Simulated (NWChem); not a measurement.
Molecule: C₂H₂F₂; SMILES F/C=C\F

All runs: NWChem. Structure relaxed at the B3LYP/6-31G* (spherical d) level. LC-ωPBE (HJS hole) with def2-SVP; x = 1 − exp(−ω/0.25 bohr⁻¹) is a scale chosen for this fit.

```
row           x  −ε(HOMO) (eV)
--------  -----  -------------
ω = 0.15  0.451           8.15
ω = 0.30  0.699           9.59
ω = 0.40  0.798          10.21
ω = 0.50  0.865          10.65
ω = 0.80  0.959       withheld
```

Q: Fit a straight line of the last column on the one before it, predict the withheld value, and compare with the run.

A: 
1. Means of the 4 shown rows: x = 0.7032, y = 9.650. Slope Σ(x − x̄)(y − ȳ)/Σ(x − x̄)² = 0.5934/0.09879 = 6.007; intercept 5.426.
2. The shown rows scatter about the line by 0.024 (root mean square); the largest residual is -0.03, at ω = 0.30.
3. At x = 0.959 (ω = 0.80; beyond the shown range) the line gives 11.19.
4. The run gives 11.34, +0.15 from the line, 6.2 times the scatter.
